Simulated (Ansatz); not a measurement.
`C[Si]1([AlH2])BC1` and `C[Si]1(Br)BC1` differ in one atom or group.

Ansatz, PBE0-D4/def2-TZVP geometries, multiplicity 1. 

Scalar relativity is left out up to krypton.

```tsv
property	`C[Si]1([AlH2])BC1`
LUMO energy (PBE0/def2-TZVPP) / eV	-2.37
HOMO–LUMO gap (PBE0/def2-TZVPP) / eV	4.02
HOMO energy (B3LYP/def2-TZVPP) / eV	-6.21
HOMO energy (ωB97M-V/def2-TZVPP) / eV	-8.35
LUMO energy (PBE/def2-TZVPP) / eV	-3.27
HOMO–LUMO gap (PBE/def2-TZVPP) / eV	2.19
```

Question: What does the change do to each property? (Estimate.)

Answer: Ansatz gave: 
```tsv
property	`C[Si]1(Br)BC1`	shift
LUMO energy (PBE0/def2-TZVPP) / eV	-1.33	1.04
HOMO–LUMO gap (PBE0/def2-TZVPP) / eV	5.55	1.53
HOMO energy (B3LYP/def2-TZVPP) / eV	-6.69	-0.48
HOMO energy (ωB97M-V/def2-TZVPP) / eV	-8.95	-0.60
LUMO energy (PBE/def2-TZVPP) / eV	-2.23	1.04
HOMO–LUMO gap (PBE/def2-TZVPP) / eV	3.60	1.41
```

With PBE0 the HOMO falls by 0.49 eV and the LUMO rises by 1.04 eV, so the gap widens by about 1.53 eV. PBE moves the HOMO by -0.38 eV and ωB97M-V by -0.60 eV.

B3LYP here is the variant with VWN-RPA as its local correlation; programs differ in this.

Spin–orbit coupling is left out; it splits and shifts lone-pair levels of the heavy atoms by tenths of an eV.
